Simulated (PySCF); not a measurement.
System: C$_{6}$H$_{11}$, charge 0, multiplicity 2. It need not be the lowest isomer of its formula. 
Structure (B3LYP-D3(BJ)/def2-TZVP (Ansatz) minimum search):
SMILES: C(/C=[C]\C)(C)C
```xyz
17

C      2.5460    -0.4504    -0.4524
C      1.5678    -0.2908     0.6270
C      0.2959    -0.0654     0.8221
C     -0.7500     0.1386    -0.2624
C     -1.3735     1.5324    -0.1451
C     -1.8199    -0.9542    -0.1821
H      2.0728    -0.3507    -1.4398
H      3.3363     0.3017    -0.3873
H      3.0250    -1.4320    -0.4131
H     -0.0895    -0.0113     1.8413
H     -0.2544     0.0641    -1.2343
H     -2.1270     1.6884    -0.9207
H     -1.8619     1.6555     0.8251
H     -0.6162     2.3117    -0.2398
H     -2.5767    -0.8159    -0.9579
H     -1.3805    -1.9451    -0.3031
H     -2.3257    -0.9276     0.7866
```
Charge 0, spin multiplicity 2.

Dispersion corrections to the total energy (kcal/mol) from the dftd3 and dftd4 libraries through PySCF: D3(BJ) without and D4 with the three-body term, each with the damping fitted for the functional named.

| functional | D3(BJ) | D4 |
|---|---|---|
| HF | -60.51 | ___ |
| BLYP | -16.94 | -16.95 |
| PBE0 | -7.10 | -6.50 |
| r2SCAN | ___ | -2.09 |
| PW6B95 | ___ | -6.48 |
| LC-wPBE | -7.54 | -8.44 |
| PBE | -8.32 | -7.69 |

Task: Some entries are withheld; supply them.

Result: 
- HF, D4: -28.04
- r2SCAN, D3(BJ): -2.46
- PW6B95, D3(BJ): -3.90
